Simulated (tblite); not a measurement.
C3H7FOSi.
Cartesian coordinates in Å at the GFN2-xTB level; atoms count from 1:
```
atom  x, y, z in Å
C1    -1.4356    0.5509   -0.7069
C2    -0.7425    0.4502    0.6431
F3    -1.6853    0.0941    1.6105
Si4    0.6802   -0.8392    0.7027
C5     2.0237   -0.2486   -0.5433
O6     1.8957    0.6969   -1.2782
H7    -0.7137    0.8654   -1.4552
H8    -2.2440    1.2785   -0.6661
H9    -1.8531   -0.4116   -0.9939
H10   -0.3916    1.4437    0.9518
H11    0.2158   -2.1550    0.2594
H12    1.2788   -0.8905    2.0364
H13    2.9672   -0.8342   -0.5779
```

Level: GFN2-xTB in tblite, geometry and Hessian alike; calculated harmonic values, unscaled, isolated species. Errors from tens to a few hundred cm⁻¹ against measured bands are possible. Modes of hydrogen on silicon can be 10 to 20 % off. One conformer, not necessarily the lowest.

Harmonic wavenumbers (cm⁻¹): 44.1, 73.3, 98.1, 214.8, 219.9, 283.9, 367.8, 413.6, 439.8, 539.0, 600.5, 666.2, 739.4, 748.7, 781.9, 905.4, 999.8, 1062.6, 1116.2, 1245.4, 1281.1, 1362.8, 1400.1, 1476.0, 1495.6, 1747.1, 2265.6, 2278.6, 2699.2, 2894.1, 3029.5, 3039.0, 3055.7.

A = 4572, B = 1791, C = 1406 MHz; mass 106.025 u (most abundant isotopes); point group C1, symmetry number 1.

Problem. What is the zero-point energy?

Solution. Half the sum of the wavenumbers: 19792 cm⁻¹ = 56.59 kcal/mol.

Problem. Give the ideal-gas entropy at 298.15 K and 1 bar in the rigid-rotor, harmonic-oscillator model (classical rotation).

Solution. Translation 39.92, rotation 27.73, vibration 23.52: S = 91.2 cal/(mol K).

Problem. And Cp and H(298.15 K) − H(0)?

Solution. Cp = 31.02 cal/(mol K), of which vibrations give 23.07 (their classical limit is 33 R = 65.6); H(298.15 K) − H(0) = 5.98 kcal/mol without the zero-point energy, 3.61 from vibrations.

Problem. Which modes carry the vibrational entropy at 298.15 K?

Solution. 44.1 cm⁻¹: 5.07; 73.3 cm⁻¹: 4.06; 98.1 cm⁻¹: 3.49; 214.8 cm⁻¹: 2.00; 219.9 cm⁻¹: 1.96; 283.9 cm⁻¹: 1.51 cal/(mol K); the other 27 give 5.43 together.

Problem. Blend soft modes into free rotors: weight 1/[1 + (100 cm⁻¹/ν̃)⁴] for the oscillator and the rest for a rotor with moment μB/(μ + B), μ = h/(8π²ν), B = 10⁻⁴⁴ kg m². What vibrational entropy results?

Solution. 21.18 cal/(mol K) in place of 23.52, which changes −T·S at 298.15 K by +0.70 kcal/mol.

Hindered rotation and anharmonicity are outside this model. Other conformers, if any are populated, would add a mixing term that is left out. The structure is chiral; the term R ln 2 for an equal mix with its mirror image is left out.

The run took 0.31 s wall on an Arm Neoverse V1 with one thread, no GPU, on a shared host. The figure is for the frequency step alone.
